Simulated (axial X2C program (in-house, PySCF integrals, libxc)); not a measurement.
## Low determinants of Sm⁺

Calculated with an in-house all-electron X2C program for linear molecules (integrals from PySCF), basis dyall-v3z (cores contracted in-house), spin-free (one-electron X2C) and two-component (2c, atomic mean-field Coulomb and Gaunt terms). Energies in eV from the lowest row of each column (rows without correlated energies are left out; n/a marks j-coupled starts, which PBE0 does not hold); electrons by l are Mulliken totals of the Hartree–Fock solution, and PBE0 can relax to another configuration under the same block occupation. Coupled cluster uses truncated natural virtuals with an MP2 remainder. Frozen shells in the correlated columns: 4 s, 3 p, 2 d.

The low spin-free determinants:

```csv
electrons by l,"M_S, M_L",HF,MP2,PBE0
s11 p24 d20 f6,"7/2, 0",0.00,0.00,0.00
s11 p24 d20 f6,"7/2, 3",0.02,0.02,0.25
s11 p24 d20 f6,"7/2, 1",0.06,0.04,0.02
s11 p24 d20 f6,"7/2, 2",0.13,0.08,0.01
s11 p24 d20 f6,"5/2, 0",0.16,0.19,0.28
s11 p24 d20 f6,"5/2, 3",0.18,0.21,0.53
s11 p24 d20 f6,"5/2, 1",0.22,0.23,0.30
s11 p24 d20 f6,"5/2, 2",0.29,0.28,0.29
```

And the two-component ones:

```json
{"electrons by l": "s11 p24 d20 f6", "2M_J": "1", "HF": "0.00", "MP2": "0.00", "PBE0": "0.17"}
{"electrons by l": "s11 p24 d20 f6", "2M_J": "3", "HF": "0.19", "MP2": "0.14", "PBE0": "0.00"}
{"electrons by l": "s11 p24 d20 f6", "2M_J": "5", "HF": "0.19", "MP2": "0.17", "PBE0": "0.08"}
{"electrons by l": "s11 p24 d20 f6", "2M_J": "7", "HF": "0.20", "MP2": "0.20", "PBE0": "0.13"}
{"electrons by l": "s11 p24 d20 f6", "2M_J": "9", "HF": "0.32", "MP2": "0.30", "PBE0": "0.22"}
{"electrons by l": "s11 p24 d20 f6", "2M_J": "1", "HF": "0.35", "MP2": "0.33", "PBE0": "0.28"}
{"electrons by l": "s11 p24 d20 f6", "2M_J": "5", "HF": "0.36", "MP2": "0.39", "PBE0": "0.41"}
{"electrons by l": "s11 p24 d20 f6", "2M_J": "13", "HF": "0.41", "MP2": "0.41", "PBE0": "0.59"}
```

Ground level as tabulated from the NIST Atomic Spectra Database (leading term): 2S+1 = 8, L = 3, J = 1/2.

Spin-free rows of one term, and 2c rows of one J level, should be degenerate; broken spherical symmetry, the missing current term of PBE0 and determinants that mix terms or J levels spread them. The search is wide but not exhaustive and can miss a configuration; gaps between s and d configurations can be off by some tenths of an eV with this basis and core.

The run took 2 min on 1 thread of Arm Neoverse V2 (shared host).
